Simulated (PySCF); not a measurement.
BiHF2, SMILES [F][BiH][F]. Atoms are numbered in the order given.

```xyz
4

Bi    -0.0241    -0.2348     0.0000
H      1.7726    -0.4095     0.0000
F      0.0128     1.1054    -1.4887
F      0.0128     1.1054     1.4887
```
Charge 0, spin multiplicity 1.

Geometry optimised at PBE0-D3(BJ)/def2-TZVP. The def2 effective core potentials stand for the cores of Bi; spin–orbit coupling is left out.

These are TDA-LC-ωPBE/def2-SVPD (PySCF) values and carry that method's errors.

Vertical excitations. Isolated molecule, no solvent. State labels are in the subgroup Cs.

Question: Give excitation energies, oscillator strengths and character. (The exact figures need the calculation; the answer reports its results.)

Answer: 
| state | symmetry | energy (eV) | λ (nm) | f | main pairs |
|---|---|---|---|---|---|
| S1 | A" | 5.56 | 223 | 0.021 | HOMO→LUMO 96 % |
| S2 | A' | 5.83 | 213 | 0.027 | HOMO→LUMO+1 94 % |
| S3 | A' | 7.72 | 161 | 0.418 | HOMO→LUMO+2 90 % |
| S4 | A" | 7.99 | 155 | 0.008 | HOMO−1→LUMO 48 %, HOMO−2→LUMO+1 42 % |
| S5 | A' | 8.07 | 154 | 0.034 | HOMO−2→LUMO 59 %, HOMO−1→LUMO+1 26 % |
| S6 | A' | 8.24 | 150 | 0.094 | HOMO−1→LUMO+1 50 %, HOMO−2→LUMO 29 %, HOMO−3→LUMO 14 % |
| S7 | A" | 8.33 | 149 | 0.009 | HOMO−3→LUMO+1 75 % |
| S8 | A' | 8.41 | 147 | 0.075 | HOMO−3→LUMO 73 %, HOMO−1→LUMO+1 14 % |
| S9 | A" | 8.89 | 139 | 0.136 | HOMO−4→LUMO 37 %, HOMO−1→LUMO 25 %, HOMO−3→LUMO+1 12 %, HOMO−2→LUMO+1 10 % |
| S10 | A' | 9.12 | 136 | 0.045 | HOMO−4→LUMO+1 78 % |
| T1 | A" | 4.74 | 262 | 0 | HOMO→LUMO 96 % |
| T2 | A' | 4.89 | 254 | 0 | HOMO→LUMO+1 92 % |
| T3 | A' | 5.90 | 210 | 0 | HOMO→LUMO+2 71 %, HOMO→LUMO+3 16 % |
| T4 | A" | 7.18 | 173 | 0 | HOMO−1→LUMO 86 % |
Triplets are in the Tamm–Dancoff approximation.
